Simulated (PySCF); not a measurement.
C₆ coefficients of unlike pairs at B3LYP

Calculated with PySCF 2.14 from the dipole response of each species, C₆(A,B) = (3/π) ∫ α_A(iu) α_B(iu) du, in atomic units, from isotropic polarisabilities. For ions this is the dispersion term alone; charge-induced terms of lower order in 1/R come first.

```
species      configuration                                                                             basis     relativity  α (bohr³)  C₆ (like pair)
    Mg+      [Ne] 3s1 (2S)                                                            aug-cc-pVTZ (6s5p3d2f)           none      31.24           129.2
     Xe          [Xe] (1S)  x2c-QZVPPall with one added diffuse shell each of s, p, d, f type (14s10p8d5f1g)  spin-free X2C      28.12           300.6
     P+  [Ne] 3s2 3p2 (3P)                                                           dyall-av3z (19s12p3d2f)  spin-free X2C      14.21           72.94
 Mn(3+)      [Ar] 3d4 (5D)                                                          aug-cc-pVTZ (8s7p5d3f2g)           none      1.999           4.959
```

Estimate C₆ for P+ with Mg+.

The integral gives 86.56. The combination rule 2 C_A C_B / (C_A α_B/α_A + C_B α_A/α_B) gives 86.04 and the geometric mean 97.08.

No spin-orbit coupling is included.

The other pairs:

```
       pair     C₆
 Mn(3+), P+  15.76
Mn(3+), Mg+  15.29
 Mn(3+), Xe  33.45
    Xe, Mg+  172.6
     P+, Xe  147.7
```
